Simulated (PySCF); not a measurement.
C10H14.
Structure used (PBE0-D3(BJ)/def2-SVP), in Å, numbered top down from 1:
```xyz
24
C10H14 angstrom
C     -3.2794    0.1840    0.8798
C     -1.9437   -0.4611    0.5460
C     -1.6944   -0.5796   -0.9509
C     -0.3576   -1.2325   -1.3165
C      0.8400   -0.4356   -0.8717
C      1.5497   -0.7684    0.2875
C      2.6323   -0.0001    0.7143
C      3.0251    1.1203   -0.0152
C      2.3293    1.4641   -1.1741
C      1.2490    0.6922   -1.5948
H     -3.4374    0.2509    1.9669
H     -4.1202   -0.3887    0.4560
H     -3.3406    1.2059    0.4723
H     -1.8909   -1.4661    1.0018
H     -1.1260    0.1191    1.0061
H     -1.7413    0.4250   -1.4079
H     -2.5111   -1.1611   -1.4136
H     -0.3114   -2.2407   -0.8727
H     -0.3162   -1.3708   -2.4091
H      1.2485   -1.6478    0.8637
H      3.1730   -0.2805    1.6217
H      3.8744    1.7226    0.3157
H      2.6333    2.3375   -1.7564
H      0.7109    0.9663   -2.5070
```

Theory: TDDFT CAM-B3LYP/def2-SVPD, vertical, gas phase, core orbitals frozen in the response (PySCF).

Kohn–Sham orbitals with the atoms that hold most of them (Löwdin shares over 4%, at most four atoms; ? is withheld):

| orbital | ε (eV) | atoms |
| --- | --- | --- |
| LUMO+2 | 1.46 | C1 10%, C2 8%, C9 6%, C7 6% |
| LUMO+1 | 0.89 | C9 19%, C6 18%, C5 14%, C8 14% |
| LUMO | ? | ? |
| HOMO | -8.16 | ? |
| HOMO-1 | -8.45 | C9 20%, C6 20%, C10 20%, C7 20% |
| HOMO-2 | -10.39 | C2 19%, C3 17%, H15 10%, H17 10% |
| HOMO-3 | -10.50 | C2 20%, C3 20%, C4 9%, H14 8% |

Task: Which atoms hold the LUMO, and with what shares?

Result: C7 (bonded to 2 C and H) 20%; C10 (bonded to 2 C and H) 20%; C5 (bonded to 3 C) 13%; C8 (bonded to 2 C and H) 12%.

Task: Which atoms hold the HOMO, and with what shares?

Result: C8 (bonded to 2 C and H) 23%; C5 (bonded to 3 C) 22%; C10 (bonded to 2 C and H) 11%; C6 (bonded to 2 C and H) 10%.

Task: What is the LUMO energy, and the HOMO–LUMO gap?

Result: ε(LUMO) = 0.84 eV; the gap is 9.00 eV (0.3309 hartree).

Task: How does S1 compare with the orbital gap of 9.00 eV?

Result: S1 is at 5.40 eV (f = 0.0016), 3.61 eV below the gap, made of HOMO→LUMO (33%), HOMO→LUMO+1 (24%), HOMO-1→LUMO+1 (21%). Without the coupling terms of the response equations the lowest excitation would equal the gap.

Next come S2 at 6.05 eV (f 0.026), HOMO→LUMO+1 (32%), HOMO→LUMO (29%), HOMO-1→LUMO (22%); S3 at 6.91 eV (f 0.465), HOMO→LUMO+2 (26%), HOMO-1→LUMO (20%), HOMO-1→LUMO+1 (18%); S4 at 6.93 eV (f 0.415), HOMO-1→LUMO+1 (32%), HOMO-1→LUMO (24%), HOMO→LUMO (20%); S5 at 7.02 eV (f 0.329), HOMO→LUMO+2 (46%), HOMO→LUMO+3 (14%), HOMO-1→LUMO (13%).

Löwdin shares depend on the basis, the more so with diffuse functions.

Hardware: one thread, Arm Neoverse V1 (aarch64), on a shared host. Cost: 5.7 min of wall time, 1.8 GiB resident at most.

One conformer stands for the species.
